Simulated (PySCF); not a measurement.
Compound: C8H7N.
Geometry (PBE0-D3(BJ)/def2-SVP, Å), atoms numbered from 1 in this order:
```
atom  x, y, z in Å
N1     3.9038    2.3988   -0.2368
C2     2.8500    1.9124   -0.2707
C3     1.5791    1.2873   -0.2829
C4     0.5258    1.5505   -1.0777
C5    -0.6118    0.6419   -0.6153
C6    -0.9981    1.0937    0.8003
C7     0.0436    0.8285    1.5939
C8     1.1282    0.2000    0.7145
C9     0.2236   -0.6078   -0.2433
H10    0.4642    2.3031   -1.8638
H11   -1.4383    0.5176   -1.3257
H12   -1.9327    1.5930    1.0582
H13    0.1590    1.0578    2.6536
H14    1.9405   -0.3242    1.2316
H15    0.7693   -1.0389   -1.0960
H16   -0.3665   -1.3803    0.2708
```

Level: B3LYP/def2-SVPD in PySCF, non-relativistic, on one gas-phase PBE0-D3(BJ)/def2-SVP geometry that isn't relaxed in the solvent. The solvent is an IEF-PCM continuum (van der Waals radii × 1.2), and excitations are vertical TDDFT with non-equilibrium linear response and a frozen core. Only the electrostatic response of the medium enters.

Gas-phase singlets (H = HOMO, L = LUMO):

| state | E (eV) | λ (nm) | f | leading configurations |
| --- | --- | --- | --- | --- |
| S1 | 4.342 | 286 | 0.013 | H→L 88%, H-1→L 11% |
| S2 | 5.142 | 241 | 0.051 | H-1→L 73%, H→L+1 15% |
| S3 | 5.949 | 208 | 0.019 | H-2→L 67%, H→L+1 18% |
| S4 | 6.194 | 200 | 0.084 | H-2→L 28%, H→L+1 27% |
| S5 | 6.333 | 196 | 0.010 | H→L+3 52%, H→L+2 34% |

Question: What are the lowest 5 singlets in benzene (ε = 2.271)?

Answer: 
```tsv
state	E (eV)	λ (nm)	f	leading configurations	change by rank (eV)
S1	4.250	292	0.018	H→L 91%	-0.092
S2	5.114	242	0.090	H-1→L 79%, H→L+1 11%	-0.028
S3	5.981	207	0.075	H→L+1 34%, H-2→L 24%	+0.032
S4	6.186	200	0.012	H-2→L 62%, H→L+3 18%	-0.008
S5	6.270	198	0.094	H→L+3 23%, H→L+1 22%	-0.063
```

Question: The ground-state energy changes by -0.138 eV from gas to benzene. By how much does the total energy of gas-phase S1 change?

Answer: E(S1) = E(S0) + excitation energy, so it changes by -0.138 − 0.092 = -0.230 eV: it is lowered more than the ground state, which is what a red shift means. This is the vertical state, with the slow part of the continuum still set for S0.

Question: How do the frontier levels move from gas to benzene?

Answer: 
```json
{"orbital": "LUMO+2", "gas (eV)": "0.26", "solvent (eV)": "0.43", "change (eV)": "+0.17", "Löwdin shares, gas": "H11 10 %, C9 9 %, C6 8 %, C2 8 %", "Löwdin shares, solvent": "C2 19 %, N1 14 %, C4 9 %, H10 8 %"}
{"orbital": "LUMO+1", "gas (eV)": "-0.33", "solvent (eV)": "-0.19", "change (eV)": "+0.14", "Löwdin shares, gas": "C6 28 %, C7 26 %, C4 7 %, N1 6 %", "Löwdin shares, solvent": "C6 29 %, C7 26 %, C2 7 %, N1 7 %"}
{"orbital": "LUMO", "gas (eV)": "-1.87", "solvent (eV)": "-1.80", "change (eV)": "+0.07", "Löwdin shares, gas": "C4 27 %, C3 18 %, N1 12 %, C2 10 %", "Löwdin shares, solvent": "C4 28 %, C3 18 %, N1 13 %, C2 11 %"}
{"orbital": "HOMO", "gas (eV)": "-6.95", "solvent (eV)": "-6.84", "change (eV)": "+0.11", "Löwdin shares, gas": "C6 21 %, C7 21 %, C4 17 %, C3 16 %", "Löwdin shares, solvent": "C6 23 %, C7 23 %, C3 15 %, C4 15 %"}
{"orbital": "HOMO-1", "gas (eV)": "-7.72", "solvent (eV)": "-7.61", "change (eV)": "+0.11", "Löwdin shares, gas": "C6 15 %, C7 14 %, C4 13 %, C3 12 %", "Löwdin shares, solvent": "C4 14 %, C3 14 %, C6 13 %, C7 13 %"}
{"orbital": "HOMO-2", "gas (eV)": "-9.15", "solvent (eV)": "-9.22", "change (eV)": "-0.07", "Löwdin shares, gas": "N1 41 %, C2 31 %, C3 6 %, C8 6 %", "Löwdin shares, solvent": "N1 38 %, C2 27 %, C8 8 %, C3 7 %"}
{"orbital": "HOMO-3", "gas (eV)": "-9.79", "solvent (eV)": "-9.67", "change (eV)": "+0.12", "Löwdin shares, gas": "N1 20 %, C8 15 %, C2 12 %, C7 11 %", "Löwdin shares, solvent": "C8 20 %, C9 15 %, C5 14 %, C7 12 %"}
```

The HOMO–LUMO gap goes from 5.08 to 5.04 eV. Rows go by rank; for HOMO-3 and LUMO+2 the atom shares or the degeneracy differ between the runs, so the row needn't follow one orbital.
